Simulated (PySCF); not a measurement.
Input for PySCF: R-HF/STO-3G on H2Si2 (SMILES [Si]=[SiH2]), 2S+1 = 1, a spin state set in the input, which need not be the lowest.

```python
from pyscf import gto, scf, dft, mp
from pyscf.data.elements import chemcore

mol = gto.M(
    atom='''
    Si    1.22699665   -0.05796133    0.01106256
    Si   -0.97029540    0.04583518   -0.00874815
    H    -1.85504374   -1.14480497   -0.01103524
    H    -1.73877366    1.31457106   -0.02136648
    ''',
    basis='sto-3g',
    charge=0, spin=0, verbose=3, max_memory=1800)
mf = scf.RHF(mol)
mf.conv_tol = 1e-8
mf.max_cycle = 100
mf.kernel()
if not mf.converged:
    mf = mf.newton().run(mf.mo_coeff, mf.mo_occ)
```

Task: Predict the final total energy.

Result: -572.1876 hartree.
